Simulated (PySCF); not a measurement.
**Working out the electron affinity of Ta**

Ta⁻ [Xe] 4f14 5d4 6s2 (5D) → Ta [Xe] 4f14 5d3 6s2 (4F). Computed with PySCF 2.14 in def2-TZVPPD with the def2 core potential (60 electrons), with a scalar-relativistic core potential. Frozen: 5s2 5p6. Energies in hartree (1 hartree = 27.21139 eV):

```
            part  Ta⁻ (lower)  Ta (upper)
             UHF   -56.259660  -56.292557
CCSD correlation    -0.110420   -0.081627
             (T)    -0.007892   -0.004483
```

Question: What does Hartree-Fock give?

Answer: (-56.292557) − (-56.259660) = -0.032897 hartree = -0.895 eV.

Question: What do CCSD and CCSD(T) give?

Answer: The CCSD correlation energies differ by 0.028793 hartree = 0.783 eV and the triples by 0.003409 hartree = 0.093 eV, so CCSD gives -0.112 eV and CCSD(T) -0.019 eV.

Reference: 0.329 eV (measured; photodetachment measurements, as compiled on the Wikipedia data page of electron affinities), between the lowest levels; spin-orbit coupling is absent from the calculation.

The coupled-cluster amplitudes are large, so a single reference is strained.

What remains against the reference includes basis incompleteness, the frozen core and higher excitations.
